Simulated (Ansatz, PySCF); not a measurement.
Process, species as SMILES: O[Si](O)(Cl)Cl [dichloro(dihydroxy)silane] + H+ -> O[Si]([OH2+])(Cl)Cl
Each molecule is optimised on its own at B3LYP-D3(BJ)/def2-TZVP (Ansatz, a first-principles code), one conformer each, not searched for the lowest. Frequencies are from Ansatz.

Property: proton affinity (enthalpy at 298 K, with B3LYP-D3(BJ) rigid-rotor harmonic-oscillator terms), positive where the reaction releases energy, in eV. Correlated levels leave the core frozen unless marked. Spin-orbit coupling is left out. Non-relativistic. CBS marks a two-point X^-3 extrapolation of the correlation energy; Hartree-Fock from the larger set. [CCSD(T)-MP2]/basis is that difference in the basis named.

| level | program | proton affinity (eV) |
|---|---|---|
| PBE/def2-TZVPD | Ansatz | 7.52 |
| PBE0-D3(BJ)/def2-TZVPD | Ansatz + dftd3 | 7.57 |
| PBE0-D4/def2-TZVPD | Ansatz + dftd4 | 7.55 |
| BHLYP/def2-TZVPD | Ansatz | 7.52 |
| r2SCANh/def2-TZVPD | Ansatz | 7.52 |
| M06-2X/def2-TZVPD | PySCF | 7.45 |
| B2PLYP-D3(BJ)/def2-TZVPD | Ansatz + dftd3 | 7.48 |
| RPA@PBE/cc-pV(T+d)Z | Ansatz | 7.80 |
| RPA@PBE/cc-pV(Q+d)Z | Ansatz | 7.70 |
| SCS-MP2/6-31G* | Ansatz | 7.45 |
| CCSD/STO-3G | Ansatz | 10.37 |
| CCSD/cc-pV(T+d)Z | Ansatz | 7.63 |
| CCSD(T)/STO-3G | Ansatz | 10.39 |
| RI-MP2/CBS(cc-pV(T+d)Z,cc-pV(Q+d)Z)+[CCSD(T)-MP2]/cc-pV(D+d)Z | Ansatz | 7.54 |
| RI-MP2/CBS(cc-pV(T+d)Z,cc-pV(Q+d)Z)+[CCSD(T)-MP2]/cc-pV(T+d)Z | Ansatz | 7.52 |
